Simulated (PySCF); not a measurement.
# Pd (palladium, neutral) across methods

[Kr] 4d9 5p1, one real determinant (an excited configuration). Calculation: PySCF 2.14, in aug-cc-pwCVTZ-PP with ECP28MDF (8s8p7d4f3g, 122 functions); scalar relativity through the core potential.

```csv
method,E (hartree),mean ε 4d α (eV),mean ε 4d β (eV),mean ε 5p α (eV),Σ⟨r²⟩ (bohr²),⟨S²⟩
M06,-127.2972,-10.562,-9.733,-2.360,59.39,2.001
LDA,-127.0385,-8.779,-8.040,-2.193,57.87,2.000
B97-3,-127.3137,-10.503,-9.764,-2.475,59.85,2.001
PBE,-127.2973,-8.589,-7.874,-2.146,58.66,2.001
r2SCAN,-127.3204,-8.777,-7.977,-2.221,57.71,2.001
UHF,-126.50555,-15.227,-14.174,-3.454,64.21,2.003
PBE0,-127.2808,-10.393,-9.608,-2.583,59.08,2.001
B3LYP,-127.3354,-10.064,-9.344,-2.484,58.99,2.001
```

⟨L²⟩ = 8.02 against 12 for a pure F term, so this real determinant mixes terms. Energies and moments cover only the electrons outside the core potential.
